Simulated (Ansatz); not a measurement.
Species: C$_{2}$H$_{10}$N$_{2}$Si, charge 0, multiplicity 1. 
Coordinates optimised at B3LYP-D3(BJ)/def2-TZVP (Ansatz, a program for electronic structure):
```
Si
N 1 1.7232
H 2 1.0068 1 121.33
H 2 1.0076 3 111.68 1 153.04
N 1 1.7232 2 105.71 3 -155.67
H 5 1.0068 1 121.33 2 -155.67
H 5 1.0076 6 111.68 1 153.04
C 1 1.8762 2 116.01 3 88.02
H 8 1.0921 1 111.16 2 56.78
H 8 1.0924 9 107.87 1 121.52
H 8 1.0936 9 107.89 10 115.76
C 1 1.8762 2 105.35 3 -32.33
H 12 1.0921 1 111.16 2 -59.73
H 12 1.0924 13 107.87 1 121.52
H 12 1.0936 13 107.89 14 115.76
```
Charge 0, spin multiplicity 1.

Total electronic energies in hartree. Cores are frozen in the correlated levels unless marked. No spin-orbit coupling. No relativistic terms. CBS(X,Y): correlation extrapolated as X^-3; Hartree-Fock from the larger set. [CCSD(T)-MP2]/basis is that difference in the basis named.

```tsv
level	program	energy (Eh)
BLYP-D4/def2-TZVPD	Ansatz + dftd4	(withheld)
r2SCAN-D4/def2-TZVPD	Ansatz + dftd4	-481.27563
B3LYP-D3(BJ)/def2-TZVPD	Ansatz + dftd3	-481.46262
PBE0/def2-TZVPD	Ansatz	(withheld)
BHLYP/def2-TZVPD	Ansatz	-481.29487
r2SCANh/def2-TZVPD	Ansatz	-481.26337
LC-wPBE-D3(BJ)/def2-TZVPD	Ansatz + dftd3	-481.22457
RI-MP2/aug-cc-pV(Q+d)Z	Ansatz	-480.58192
CCSD/STO-3G	Ansatz	-474.07965
CCSD/cc-pV(T+d)Z	Ansatz	-480.54300
CCSD/cc-pwCVTZ	Ansatz	-480.55508
CCSD(T)/6-31G*	Ansatz	-480.19668
CCSD(T) with core electrons (1s frozen past Ne)/cc-pwCVTZ	Ansatz	-481.05106
RI-MP2/CBS(cc-pV(T+d)Z,cc-pV(Q+d)Z)+[CCSD(T)-MP2]/cc-pV(Q+d)Z	Ansatz	-480.6992
CCSD(T)/CBS(cc-pV(T+d)Z,cc-pV(Q+d)Z)	Ansatz	-480.6949
```

### Question
Fill in the missing entries.

### Answer

- BLYP-D4/def2-TZVPD, energy (Eh): -481.33632
- PBE0/def2-TZVPD, energy (Eh): -481.05976
